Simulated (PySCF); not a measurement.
**Cadmium: a sound run and one with changed settings**

Sound run: Cd [Kr] 4d10 5s2, Cd+ [Kr] 4d10 5s1. Computed with PySCF 2.14 in cc-pVDZ-PP with ECP28MDF (4s4p3d1f, 38 functions), with scalar relativity through the core potential. The sound run starts from symmetry-adapted Hartree-Fock orbitals and uses a fine grid where one is needed.

Changed run: basis STO-3G, all-electron and non-relativistic. This setting is unsound on purpose.

| species | method | sound run (hartree) | changed run (hartree) | converged |
| --- | --- | --- | --- | --- |
| Cd | UHF | -166.83775 | -5411.53272 | yes |
| Cd | M06-2X | -167.66411 | -5413.61989 | yes |
| Cd | r2SCAN | -167.78613 | -5413.58813 | yes |
| Cd+ | UHF | -166.56450 | -5411.42102 | yes |
| Cd+ | M06-2X | -167.33736 | -5413.43148 | yes |
| Cd+ | r2SCAN | -167.45336 | -5413.43093 | yes |

Ionisation energy of Cd:

```json
{"method": "UHF", "sound run (eV)": "7.435", "changed run (eV)": "3.039"}
{"method": "M06-2X", "sound run (eV)": "8.891", "changed run (eV)": "5.127"}
{"method": "r2SCAN", "sound run (eV)": "9.055", "changed run (eV)": "4.277"}
```

A minimal basis cannot let orbitals breathe on ionisation and holds almost no correlation. The Hamiltonian changed with the basis, so the totals do not compare.

For comparison, NIST gives 8.994 eV between the lowest levels.
